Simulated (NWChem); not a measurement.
Molecule: C$_{2}$H$_{7}$ClSi; SMILES CC[SiH2]Cl

```xyz
11

Si     0.9103    -0.1790     0.1460
Cl    -0.5756    -1.6195    -0.0658
C      0.2679     1.4704    -0.4704
C     -0.9750     1.9846     0.2503
H      1.2683    -0.1193     1.5938
H      2.0941    -0.6255    -0.6437
H      1.1042     2.1878    -0.3797
H      0.0785     1.3659    -1.5530
H     -0.7860     2.1407     1.3243
H     -1.3151     2.9449    -0.1671
H     -1.8079     1.2701     0.1641
```
Atoms are numbered in this order, from 1.

All runs: NWChem. Pople sets run with spherical d functions. STO-3G and 3-21G are far too small for this property and stand as cheap habits. All runs use the structure optimised with PBE0/def2-SVP. GIAO values for the isolated, static molecule; σ is the absolute isotropic shielding, δ = σ(reference) − σ with the isolated reference molecule computed at the same levels (13C: tetramethylsilane, 1H: tetramethylsilane, 29Si: tetramethylsilane).

| level | δ Si1 (ppm) | σ Cl2 (ppm) | δ C3 (ppm) | δ H5 (ppm) | δ H6 (ppm) | δ H7 (ppm) | δ H9 (rotor mean) (ppm) |
|---|---|---|---|---|---|---|---|
| KT2/pcSseg-1 | -0.2 | 998.9 | 13.0 | 5.11 | 5.26 | 0.69 | 1.17 |
| Hartree-Fock/STO-3G | -12.9 | 1241.5 | 6.4 | 2.53 | 2.57 | 0.28 | 0.90 |
| PBE/pcSseg-1 | ___ | ___ | 12.9 | ___ | ___ | 0.68 | 1.17 |
| B3LYP/6-31G* | 19.0 | 1017.9 | 10.9 | 5.04 | 5.09 | 0.57 | 1.18 |

Q: Fill in the missing entries.

A: 
- PBE/pcSseg-1, δ Si1 (ppm): 1.2
- PBE/pcSseg-1, σ Cl2 (ppm): 991.1
- PBE/pcSseg-1, δ H5 (ppm): 5.16
- PBE/pcSseg-1, δ H6 (ppm): 5.30
